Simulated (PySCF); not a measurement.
Input of an EPR job (settings, then geometry in Å):

```
{"job": {"kind": "epr", "basis": "pcH-1"}, "charge": 0, "multiplicity": 2}
B      1.914627    -0.001373    -0.324743
N      0.624111    -0.131278     0.211746
B     -0.632773     0.212856    -0.374307
C     -1.899230    -0.041482     0.413146
H      2.839224    -0.349127     0.308638
H      2.042731     0.450249    -1.395794
H      0.562644    -0.530293     1.140333
H     -0.648862     0.678201    -1.448005
H     -1.906441    -0.432149     1.420702
H     -2.887149     0.149049     0.025757
```

Theory: UKS B3LYP, pcH-1 on B C H N, non-relativistic, mean-field spin-orbit, GIAO in PySCF 2.14.0. One conformer (not necessarily the lowest) at the GFN2-xTB geometry, without solvent, vibrations or thermal averaging. The geometry wasn't refined by DFT: couplings that depend on bond lengths, twists or pyramidal angles can differ widely from those at the functional's own minimum.

Output of the driver script. Atoms in this output count from 0.

```
UKS, coarse grid
  cycle   1  E = -146.16364804  |g| = 2.65e-01
  cycle   2  E = -146.15199809  |g| = 3.30e-01
  cycle   3  E = -146.19982696  |g| = 6.92e-02
  cycle   4  E = -146.20191208  |g| = 1.68e-02
  cycle   5  E = -146.20206913  |g| = 4.50e-03
  cycle   6  E = -146.20208272  |g| = 2.15e-03
  cycle   7  E = -146.20208634  |g| = 3.89e-04
UKS, final grid
  cycle   1  E = -146.20208525  |g| = 3.38e-04
  cycle   2  E = -146.20208519  |g| = 5.45e-04
  cycle   3  E = -146.20208532  |g| = 4.69e-05
  cycle   4  E = -146.20208532  |g| = 2.52e-05
E = -146.20208532 Eh   <S^2> = 0.7527 (exact 0.7500)
g shifts (ppm)      1          2          3
  rmc          -125       -125       -125
  gc              4         32         31
  oz_so           1        477        815
  total        -119        384        721
hyperfine (MHz)  atom isotope    a_iso     a_fc   dipolar eigenvalues
    0   11B      -0.42      -0.42     -2.56     -0.49      3.05
    1   14N       1.92       1.92     -3.34     -2.63      5.97
    2   11B     -19.85     -19.85     -8.09     -0.46      8.55
    3   13C      59.04      59.04    -68.38    -67.64    136.02
    4    1H      -2.25      -2.25     -1.73     -0.95      2.69
    5    1H      -1.98      -1.98     -1.33     -1.16      2.49
    6    1H      -4.93      -4.93     -4.00      0.00      3.99
    7    1H      -5.67      -5.67     -6.07     -3.40      9.47
    8    1H     -51.41     -51.41    -32.65     -1.56     34.21
    9    1H     -52.59     -52.59    -32.95     -1.43     34.37
```

|g| in the SCF lines is the orbital gradient. In the g block, columns 1 to 3 are the principal axes in rising order; rmc is the relativistic mass correction, gc the gauge correction and oz_so the orbital-Zeeman/spin–orbit term. a_fc is the Fermi-contact part of a_iso, here all of it, since this run has no spin–orbit term in the hyperfine coupling.

Problem. Is the state sound, as far as the log shows?

Solution. The SCF converged after 11 cycles in all, 7 of them on the coarse grid; no stability test was run. The unrestricted determinant has ⟨S²⟩ = 0.7527 (exact 0.7500), so spin contamination is small.

Problem. What are the principal g values and g_iso?

Solution. Adding the total shifts to 2.002319 gives 2.00220, 2.00270, 2.00304; their mean shift is 328 ppm, so g_iso = 2.00265.

Problem. Which couplings shape the isotropic spectrum at natural abundance (0.05 mT or more)? Keep the log's numbering.

Solution. atom 9 (1H, I = 1/2): -52.6 MHz = 1.88 mT in magnitude, a 1:1 doublet; atom 8 (1H, I = 1/2): -51.4 MHz = 1.83 mT in magnitude, a 1:1 doublet; atom 2 (11B, I = 3/2): -19.8 MHz = 0.71 mT in magnitude, a 1:1:1:1 quartet; atom 7 (1H, I = 1/2): -5.7 MHz = 0.20 mT in magnitude, a 1:1 doublet; atom 6 (1H, I = 1/2): -4.9 MHz = 0.18 mT in magnitude, a 1:1 doublet; atom 4 (1H, I = 1/2): -2.2 MHz = 0.08 mT in magnitude, a 1:1 doublet; atom 5 (1H, I = 1/2): -2.0 MHz = 0.07 mT in magnitude, a 1:1 doublet; and 1 smaller. Together 768 lines to first order. H5 and H6 aren't averaged: B1 is flat or nearly so (angle sum 360°), and its turn about the short B1–N2 bond (1.40 Å) is taken as slow. H9 and H10 aren't averaged: C4 is flat or nearly so (angle sum 360°), and its turn about the short C4–B3 bond (1.51 Å) is taken as slow. Main isotope only: 11B (natural samples also hold 20 % 10B, magnetic too, which adds its own pattern).

Problem. What are the principal values of the full tensor of atom 3 (13C)?

Solution. a_iso plus each dipolar eigenvalue: -9.34, -8.61, 195.06 MHz.

The species is `BNB[CH2]` [radical]. The run used 160 basis functions and 5 iterations of the response equations. 

Hardware: Arm Neoverse V2, one thread, no GPU, shared host with 96 logical CPUs at a one-minute load of 91. Cost: 14 s wall (with the writing of density and orbital grids), 0.56 GiB resident at most.

The values belong to the conformer `[BH2:1][NH:2][BH:3][CH2:4]`: B1–N2–B3–C4 179°.
Labels such as C1 count atoms from 1, the log's own numbers from 0.
